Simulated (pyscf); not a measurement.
PySCF, gas phase, ωB97X-D3(BJ)/def2-SVP geometries. Correlated levels are frozen-core, on RHF or UHF. ΔMP2 is the change of the MP2 total energy from the triple- to the quadruple-zeta basis.

Estimate by transition-state theory (the high-pressure limit) the rate constant of H₂B–CH=CH₂ (SMILES BC=C) -> C₂H₅B (SMILES B1CC1) (singlet surface; B–H broken, B–C, C–H formed) at 600 K, with CCSD(T)/def2-TZVPP + ΔMP2(QZVPP) energies (ideal gas, 1 atm, RRHO with modes under 100 cm⁻¹ raised to 100, one conformer, R ln 2 for chiral ones without a mode under 150 cm⁻¹; no tunnelling).

The electronic barrier is 48.6 kcal/mol and the thermal terms add -0.5, so ΔG‡ = 48.1 kcal/mol. With k_BT/h = 1.25e+13 s⁻¹ and RT = 1.192 kcal/mol, k = 3.7e-05 s⁻¹, a half-life of 1.9e+04 s through this channel alone. Wigner's tunnelling factor for 924i cm⁻¹ would be 1.20. A shift of 1 kcal/mol in the barrier changes k by a factor 2.3. This is the saddle that the search found; another between the same sides may lie lower. The CCSD(T) − MP2 part came from Ansatz, without density fitting, on the same reference.
